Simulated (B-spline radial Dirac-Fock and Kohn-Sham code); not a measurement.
## K-line shifts caused by a second vacancy in Cs¹⁶⁺

System: Cs¹⁶⁺ in the configuration [Kr] 4d3.

These are calculated numbers from a radial atomic solver; the model is Dirac-Fock energy differences between relaxed states, corrected for Breit and QED terms. Each two-hole energy is an average over J within one jj subconfiguration, not an observable level; in light atoms, where LS coupling holds, the j-resolved values are not observed lines, and for a K spectator the Kα1 hypersatellite is nearly forbidden. Electron correlation is not included.

Lines without a spectator: Kα2 (K-L2) 30623.4 eV, Kα1 (K-L3) 30971.5 eV, Kβ3 (K-M2) 34930.3 eV, Kβ1 (K-M3) 34999.3 eV. Shifts in eV with one spectator hole (a dash: not computed, or left out as unreliable):

```
spectator hole    Kα2     Kα1     Kβ3     Kβ1
    L2 (2p1/2)  +74.5   +95.0       –  +198.5
    L3 (2p3/2)  +69.4   +70.8  +170.9       –
    M2 (3p1/2)      –  +12.37  +28.45   +33.9
    M3 (3p3/2)  +8.67       –  +28.18  +27.85
    M4 (3d3/2)  +2.26   -0.72       –       –
    M5 (3d5/2)  -1.46   +0.96       –       –
```

Question: Where does the K-L3 hypersatellite lie, emitted when both K electrons are missing?

Answer: +676.3 eV from the normal line, at 31647.8 eV. Removing both K electrons costs 73699.1 eV, which is 933.9 eV more than twice the K binding energy.

With n spectator holes in 2p, averaged over the 2p shell (energies in eV):

| n | KαLⁿ | step | hypersatellite KαʰLⁿ |
| --- | --- | --- | --- |
| 0 | 30855.4 | – | 31523.2 |
| 1 | 30932.6 | +77.1 | 31602.0 |
| 2 | 31011.1 | +78.5 | 31682.1 |
| 3 | 31091.1 | +79.9 | 31763.7 |
| 4 | 31172.4 | +81.3 | 31846.6 |
| 5 | 31255.2 | +82.8 | 31931.0 |
